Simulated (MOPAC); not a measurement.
Input for MOPAC: PM6 on MgO-, 2S+1 = 2, a spin state set in the input, which need not be the lowest, a point of a bond scan (R = 1.897 Å). Charge -1.

```
PM6 1SCF PRECISE CHARGE=-1 UHF MS=0.5 THREADS=1
MgO

O      0.00000000 1     0.00000000 1     0.00000000 1
Mg     0.00000000 1     0.00000000 1     1.89680700 1
```

The log:

```
*******************************************************************************
 **                                                                           **
 **                              MOPAC v23.2.5                                **
 **                                                                           **
 *******************************************************************************
 ** MOPAC's Digital Object Identifier: https://doi.org/10.5281/zenodo.6511958 **
 **                                                                           **
 ** Please cite the open-source release paper for use of this MOPAC version:  **
 ** J. E. Moussa and J. J. P. Stewart (2026)                                  **
 ** MOPAC: An open-source semiempirical molecular orbital program             **
 ** J. Open Source Softw., 11(119), 8025, https://doi.org/10.21105/joss.08025 **
 *******************************************************************************

                              PM6 CALCULATION RESULTS

 *******************************************************************************
 *  PM6        - The PM6 Hamiltonian to be used
 *  UHF        - UNRESTRICTED HARTREE-FOCK CALCULATION
 *
 *
 *
 *                 CHARGE ON SYSTEM = -1
 *
 *
 *
 *  MS=        - IN MECI, MAGNETIC COMPONENT OF SPIN =  0.5
 *  PRECISE    - TIGHTER CRITERIA TO BE USED
 *  1SCF       - DO 1 SCF AND THEN STOP
 *  THREADS=1  - MULTI-THREADING NOT USED
 *  T=         - A TIME OF 172800.0 SECONDS REQUESTED
 *  DUMP=N     - RESTART FILE WRITTEN EVERY 7200.0 SECONDS REQUESTED
 *******************************************************************************
PM6 1SCF PRECISE CHARGE=-1 UHF MS=0.5 THREADS=1
 MgO

   ATOM   CHEMICAL          X               Y               Z
  NUMBER   SYMBOL      (ANGSTROMS)     (ANGSTROMS)     (ANGSTROMS)

     1       O          0.00000000  *   0.00000000  *   0.00000000  *
     2      Mg          0.00000000  *   0.00000000  *   1.89680700  *



          CARTESIAN COORDINATES

    NO.       ATOM           X           Y           Z

     1         O          0.0000      0.0000      0.0000
     2        Mg          0.0000      0.0000      1.8968

 General Reference for PM6:
 "Optimization of Parameters for Semiempirical Methods V: Modification of NDDO Approximations
 and Application to 70 Elements", J. J. P. Stewart, J. Mol. Mod., 13, 1173-1213 (2007)
 URL: https://link.springer.com/article/10.1007/s00894-007-0233-4

           Empirical Formula: O Mg  =     2 atoms



      MOLECULAR POINT GROUP   :   C*v


          UHF CALCULATION, NO. OF ALPHA ELECTRONS =    5
                           NO. OF BETA  ELECTRONS =    4

 -------------------------------------------------------------------------------
 PM6 1SCF PRECISE CHARGE=-1 UHF MS=0.5 THREADS=1
 MgO



     1SCF WAS SPECIFIED, SO BFGS WAS NOT USED
     SCF FIELD WAS ACHIEVED


                              PM6 CALCULATION
                                                       MOPAC v23.2.5 Linux




          FINAL HEAT OF FORMATION =          0.94691 KCAL/MOL =       3.96186 KJ/MOL


          COSMO AREA              =         66.49 SQUARE ANGSTROMS
          COSMO VOLUME            =         48.05 CUBIC ANGSTROMS

          IONIZATION POTENTIAL    =          2.713933 EV
          ALPHA SOMO LUMO (EV)    =         -2.714  6.439
          BETA  SOMO LUMO (EV)    =         -2.891  3.277
          NO. OF ALPHA ELECTRONS  =          5
          NO. OF BETA  ELECTRONS  =          4
          MOLECULAR WEIGHT        =         40.3044         POINT GROUP:  C*v

          MOLECULAR DIMENSIONS (Angstroms)

            Atom       Atom       Distance
           Mg     2    O     1     1.89681
           Mg     2    O     1     0.00000
            O     1   Mg     2     0.00000


          SCF CALCULATIONS        =          1





   ATOM   CHEMICAL          X               Y               Z
  NUMBER   SYMBOL      (ANGSTROMS)     (ANGSTROMS)     (ANGSTROMS)

     1       O          0.00000000  *   0.00000000  *   0.00000000  *
     2      Mg          0.00000000  *   0.00000000  *   1.89680700  *

                             CARTESIAN COORDINATES

   1    O        0.000000000     0.000000000     0.000000000
   2   Mg        0.000000000     0.000000000     1.896807000


           Empirical Formula: O Mg  =     2 atoms



      MOLECULAR POINT GROUP   :   C*v


          ALPHA EIGENVALUES
 -18.05342  -7.57667  -3.97658  -3.97658  -2.71393   6.43907   6.43907   7.19682


           BETA EIGENVALUES
 -15.53737  -4.29355  -2.89077  -2.89077   3.27681   6.31656   6.31656   8.74695


              NET ATOMIC CHARGES AND DIPOLE CONTRIBUTIONS

  ATOM NO.   TYPE          CHARGE      No. of ELECS.   s-Pop       p-Pop
    1          O          -0.851784        6.8518     1.89600     4.95579
    2         Mg          -0.148216        2.1482     1.57119     0.57703
 DIPOLE           X         Y         Z       TOTAL
 POINT-CHG.     0.000     0.000     4.144     4.144
 HYBRID         0.000     0.000    -1.367     1.367
 SUM            0.000     0.000     2.777     2.777


          ATOMIC ORBITAL ELECTRON POPULATIONS

     Atom    s        px        py        pz
    1  O   1.89600   1.89516   1.89516   1.16547
    2 Mg   1.57119   0.10484   0.10484   0.36734


                    (SZ)    =    0.500000
                    (S**2)  =    0.767730


          ATOMIC ORBITAL SPIN POPULATIONS

    Atom   Total    s     px     py     pz
         Atomic
    1  O  0.5772  0.003  0.030  0.030  0.514
    2 Mg  0.4228  0.229 -0.030 -0.030  0.254

 **********************
 *                    *
 * JOB ENDED NORMALLY *
 *                    *
 **********************




 == MOPAC DONE ==
```

The run finished.

Cost: roughly 0.010 core-seconds.
